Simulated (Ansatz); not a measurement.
Ansatz (a first-principles code) input (HF/STO-3G):

Ansatz 0.2 input:
```yaml
crystal:
  periodic: [false, false, false]
  atoms:
    - {symbol: K, position_ang: [-0.00000000, -0.00000000, -1.56987413]}
    - {symbol: Cl, position_ang: [0.00000000, 0.00000000, 1.75456520]}
basis:
  gaussian:
    orbitals: STO-3G
hamiltonian:
  xc: {name: HF}
total_charge: 1
magnetization: {spin_polarized: true, initial_magnetization: 1}
relax: {f_tol: 0.003, max_steps: 120}
```

Output:

```
WARN ansatz: RAYON_NUM_THREADS=1 ignored (pool sized by the plan → 1); use --threads N
Functional definition: HF
integrals: 0.00 GiB planned
284 factors; integrals over basis functions are off by at most 5.2e-5 eV
mean field: 0.06 GiB planned
mean field evaluation 1: about -28505.5258 eV, gradient 4.2e0 eV
mean field evaluation 2: about -28505.5320 eV, gradient 4.2e0 eV
mean field evaluation 4: about -28505.6979 eV, gradient 1.6e-1 eV
mean field evaluation 8: about -28505.6986 eV, gradient 1.5e-5 eV
mean field evaluation 16: about -28505.5372 eV, gradient 3.4e-1 eV
mean field evaluation 32: about -28505.3856 eV, gradient 2.1e-1 eV
mean field -28505.69859876 eV, -1047.5651016478 hartree, gradient 1.6e-5 eV, S^2 0.750296; 3 other end points of the search recorded, 0 dependent functions left out
the calculation of the forces begins
reference -28505.69859876 eV, -1047.5651016478 hartree; 18, 17 occupied and 4, 5 virtual orbitals, 284 factors
relax step   1: F+E_penalty+E_count = -28505.69859876 eV  Δ(F+E_penalty+E_count) = +0.000e0 eV  max|allowed force component| = 3.644e-1 eV/Å  Δτ_max = 0.0000 Å  (94 SCF iters, accepted)
these checks for a lower state are left out or cut short: starts, cluster_reference, orbital_swaps, neighbouring_geometries, increment
integrals: 0.00 GiB planned
284 factors; integrals over basis functions are off by at most 5.9e-5 eV
mean field: 0.06 GiB planned
mean field -28505.71721761 eV, -1047.5657858782 hartree, gradient 1.9e-5 eV, S^2 0.750315; 0 other end points of the search recorded, 0 dependent functions left out
the calculation of the forces begins
reference -28505.71721761 eV, -1047.5657858782 hartree; 18, 17 occupied and 4, 5 virtual orbitals, 284 factors
relax step   2: F+E_penalty+E_count = -28505.71721761 eV  Δ(F+E_penalty+E_count) = -1.862e-2 eV  max|allowed force component| = 3.321e-1 eV/Å  Δτ_max = 0.0267 Å  (30 SCF iters, accepted)
these checks for a lower state are left out or cut short: starts, cluster_reference, orbital_swaps, neighbouring_geometries, increment
integrals: 0.00 GiB planned
286 factors; integrals over basis functions are off by at most 4.2e-5 eV
mean field: 0.06 GiB planned
mean field evaluation 64: about -28505.7020 eV, gradient 1.9e-2 eV
mean field -28505.72792512 eV, -1047.5661793719 hartree, gradient 1.3e-5 eV, S^2 0.750403; 0 other end points of the search recorded, 0 dependent functions left out
the calculation of the forces begins
reference -28505.72792512 eV, -1047.5661793719 hartree; 18, 17 occupied and 4, 5 virtual orbitals, 286 factors
relax step   3: F+E_penalty+E_count = -28505.72792512 eV  Δ(F+E_penalty+E_count) = -1.071e-2 eV  max|allowed force component| = 4.963e-1 eV/Å  Δτ_max = 0.1941 Å  (33 SCF iters, accepted)
these checks for a lower state are left out or cut short: starts, cluster_reference, orbital_swaps, neighbouring_geometries, increment
integrals: 0.00 GiB planned
284 factors; integrals over basis functions are off by at most 8.0e-5 eV
mean field: 0.06 GiB planned
mean field -28505.75672794 eV, -1047.5672378559 hartree, gradient 8.2e-6 eV, S^2 0.750362; 0 other end points of the search recorded, 0 dependent functions left out
the calculation of the forces begins
reference -28505.75672794 eV, -1047.5672378559 hartree; 18, 17 occupied and 4, 5 virtual orbitals, 284 factors
relax step   4: F+E_penalty+E_count = -28505.75672794 eV  Δ(F+E_penalty+E_count) = -2.880e-2 eV  max|allowed force component| = 1.513e-1 eV/Å  Δτ_max = 0.1163 Å  (30 SCF iters, accepted)
these checks for a lower state are left out or cut short: starts, cluster_reference, orbital_swaps, neighbouring_geometries, increment
integrals: 0.00 GiB planned
284 factors; integrals over basis functions are off by at most 8.8e-5 eV
mean field: 0.06 GiB planned
mean field -28505.76227519 eV, -1047.5674417135 hartree, gradient 1.8e-5 eV, S^2 0.750375; 0 other end points of the search recorded, 0 dependent functions left out
the calculation of the forces begins
reference -28505.76227519 eV, -1047.5674417135 hartree; 18, 17 occupied and 4, 5 virtual orbitals, 284 factors
relax step   5: F+E_penalty+E_count = -28505.76227519 eV  Δ(F+E_penalty+E_count) = -5.547e-3 eV  max|allowed force component| = 4.880e-2 eV/Å  Δτ_max = 0.0272 Å  (31 SCF iters, accepted)
these checks for a lower state are left out or cut short: starts, cluster_reference, orbital_swaps, neighbouring_geometries, increment
integrals: 0.00 GiB planned
284 factors; integrals over basis functions are off by at most 9.1e-5 eV
mean field: 0.06 GiB planned
mean field -28505.76282002 eV, -1047.5674617356 hartree, gradient 5.3e-6 eV, S^2 0.750380; 0 other end points of the search recorded, 0 dependent functions left out
the calculation of the forces begins
reference -28505.76282002 eV, -1047.5674617356 hartree; 18, 17 occupied and 4, 5 virtual orbitals, 284 factors
relax step   6: F+E_penalty+E_count = -28505.76282002 eV  Δ(F+E_penalty+E_count) = -5.448e-4 eV  max|allowed force component| = 1.901e-3 eV/Å  Δτ_max = 0.0114 Å  (30 SCF iters, accepted)
integrals: 0.00 GiB planned
284 factors; integrals over basis functions are off by at most 9.1e-5 eV
mean field: 0.06 GiB planned
mean field evaluation 96: about -28505.5830 eV, gradient 4.3e0 eV
mean field evaluation 128: about -28505.3889 eV, gradient 2.5e-1 eV
mean field -28505.76282002 eV, -1047.5674617356 hartree, gradient 5.3e-6 eV, S^2 0.750380; 4 other end points of the search recorded, 0 dependent functions left out
the calculation of the forces begins
reference -28505.76282002 eV, -1047.5674617356 hartree; 18, 17 occupied and 4, 5 virtual orbitals, 284 factors
Total energy: -28505.76282002 eV, -1047.5674617356 hartree
Atom 0 at     0.000000    -0.000000    -1.426827 Å, force    -0.000000    -0.000000    -0.001901 eV/Å
Atom 1 at    -0.000000     0.000000     1.611519 Å, force     0.000000    -0.000000     0.001901 eV/Å
Dipole moment:     0.000000    -0.000000    -1.293693 e Å
```

The dipole moment of an ion depends on the origin.
